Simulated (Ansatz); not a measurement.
Cost and result for the atomization energy of `C[O][Sn]([OH])[F]` radical (9 atoms, 8 bonds).

Cartesian coordinates in Å:
```
C 0.7114 1.3762 0.4001
O 0.8874 0.0060 0.6868
Sn 0.2290 -1.3824 -0.5471
O -1.5828 -0.8058 -1.0635
F -0.0601 -2.9219 0.5767
H -0.2984 1.6073 0.0441
H 0.8806 1.9212 1.3334
H 1.4396 1.7378 -0.3348
H -2.2068 -1.5383 -1.0958
```

The species carries charge 0 and has multiplicity 2. Correlated methods include outer-core shells of Sn, which these sets cover unevenly. Sn takes the def2 core potential. Geometry: relaxed with PBE0-D4/def2-TZVP. It is one conformer, not always the lowest. Program: Ansatz. Hardware: A = 2 threads of an AMD EPYC 7R13 on a shared host; B = 2 threads of an AMD EPYC 7R13 on a shared host and a share of an NVIDIA H100 80 GB. Times are those of one run each, without the atoms' runs, and a repeat can differ threefold. Electronic energies, without spin–orbit coupling; frozen cores. CCSD(T)/CBS adds CCSD(T) − MP2 in def2-TZVPP to the MP2 limit, and its time is that of the two runs behind it. T1 = 0.019; ⟨S²⟩ of the reference is 0.76. With those shells the extrapolation isn't a true limit. B3LYP takes the VWN-RPA correlation (the form of Gaussian; ORCA's B3LYP/G).

CCSD(T)/CBS is a level of theory with its own doubt, some kJ/mol a heavy atom from the limit and from the frozen cores, so smaller differences don't rank the functionals.

```
                                 level  functions  wall time  atomization (kcal/mol)  difference from CCSD(T)/CBS  per bond
                    MP2/def2-QZVPP [B]        430      4.9 s                   768.4                          9.2       1.1
   PBE-D4/def2-TZVPP (with forces) [A]        230        6 s                   778.3                         19.1       2.4
                PBE0-D4/def2-TZVPP [A]        230      8.5 s                   747.6                        -11.6      -1.5
 B3LYP-D4/def2-TZVPP (with forces) [A]        230      9.5 s                   752.1                         -7.1      -0.9
r2SCAN-D4/def2-TZVPP (with forces) [A]        230       10 s                   759.2                          0.0       0.0
                CCSD(T)/def2-TZVPP [B]        230       11 s                   731.5                        -27.7      -3.5
                 B2PLYP/def2-TZVPP [A]        230       13 s                   744.9                        -14.3      -1.8
                     CCSD(T)/CBS(def2)          –       16 s                   759.2                          0.0       0.0
                ωB97X-V/def2-TZVPP [A]        230       19 s                   756.0                         -3.2      -0.4
  ωB97M-V/def2-TZVPP (with forces) [A]        230       24 s                   753.2                         -6.0      -0.8
```

From PBE to PBE0 (25 % exact exchange), in def2-TZVPP and without D4, the atomization energy moves by −30.1 kcal/mol: exact exchange takes away binding that semilocal exchange gives to molecules. The D4 term adds +6.5 kcal/mol with B3LYP and +3.4 kcal/mol with PBE0; it sums over pairs of atoms, weighted by their polarisabilities, and B3LYP, whose exchange is more repulsive, gets the larger term. In def2-TZVPP, CCSD(T) changes the Hartree–Fock value by +229.8 kcal/mol (the triples alone add +16.0 kcal/mol) and MP2 by +249.6 kcal/mol; breaking electron pairs costs correlation energy, which Hartree–Fock lacks.

Spin–orbit coupling would lower the free Sn atoms strongly, and the atomization energy with them, by more than many differences here. For some Ge, Se and Sn compounds the MP2-based and the directly extrapolated limit differ by 10 to 25 kJ/mol.
